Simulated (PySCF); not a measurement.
# Spin states and ions at one geometry of [TaH3(C2H4)]+

PySCF 2.14.0, UKS B3LYP, Ta def2-SVP with ECP60, H def2-SVP, C def2-SVP; non-relativistic Hamiltonian with scalar-relativistic core potentials where named; density fitting; no spin-orbit coupling; singlets restricted, open shells unrestricted. The geometry is relaxed for charge +1, doublet, vacuum:

```xyz
10

Ta    0.1857    0.2114    0.0000
H     1.0477    2.2411    0.0000
H     0.2794    2.4222    0.0000
H    -1.3252    1.0941    0.0000
C    -0.0104   -1.6829    0.7805
C    -0.0104   -1.6829   -0.7805
H    -0.9532   -1.9914    1.2595
H     0.8722   -2.1568    1.2447
H    -0.9532   -1.9914   -1.2595
H     0.8722   -2.1568   -1.2447
```

Energies count from the relaxed state; an electron taken off or put on is at rest in vacuum. Charges and spins are Mulliken's.

```json
{"state": "charge +1, doublet, vacuum", "energy (eV)": "0.00", "spin squared": "0.75", "charge on Ta1 (e)": "0.89", "spin on Ta1 (e)": "1.02", "dipole about the centre of mass (D)": "1.58"}
{"state": "charge +2, singlet, vacuum", "energy (eV)": "13.54", "spin squared": "0.00", "charge on Ta1 (e)": "1.25", "spin on Ta1 (e)": "0.00", "dipole about the centre of mass (D)": "1.50"}
{"state": "charge +2, triplet, vacuum", "energy (eV)": "15.16", "spin squared": "2.01", "charge on Ta1 (e)": "1.18", "spin on Ta1 (e)": "1.57", "dipole about the centre of mass (D)": "2.40"}
{"state": "charge 0, singlet, vacuum", "energy (eV)": "-6.31", "spin squared": "0.00", "charge on Ta1 (e)": "0.39", "spin on Ta1 (e)": "0.00", "dipole about the centre of mass (D)": "0.34"}
{"state": "charge 0, triplet, vacuum", "energy (eV)": "-6.58", "spin squared": "2.01", "charge on Ta1 (e)": "0.43", "spin on Ta1 (e)": "2.03", "dipole about the centre of mass (D)": "1.66"}
```

Problem. What does the state charge +1, quartet, vacuum give?

Solution. energy (eV) 2.01, spin squared 3.76, charge on Ta1 (e) 0.74, spin on Ta1 (e) 2.47, dipole about the centre of mass (D) 2.03.

With an electron taken off (singlet, the lower of the two states computed) the charges change, summed by element, by Ta +0.36 e, H +0.58 e, C +0.06 e. The vertical ionisation energy is 13.54 eV, against −ε(HOMO) = 11.22 eV over both spins of the relaxed state. The level lies 2.3 eV too high, as is usual for semilocal functionals and global hybrids, which keep a self-interaction error.

With an electron put on (triplet, the lower of the two states computed) the charges change, summed by element, by Ta -0.46 e, H -0.53 e, C -0.01 e. The vertical electron affinity is 6.58 eV, against −ε(LUMO) = 8.67 eV over both spins of the relaxed state.

Open shells may have lower solutions than those found. A restricted singlet can lie too high where a spin-broken solution exists, which wasn't tested: charge 0, singlet, vacuum.

On relaxing from the template, bonds within or between ligands changed, so the formula names the start rather than the bonding at the end.
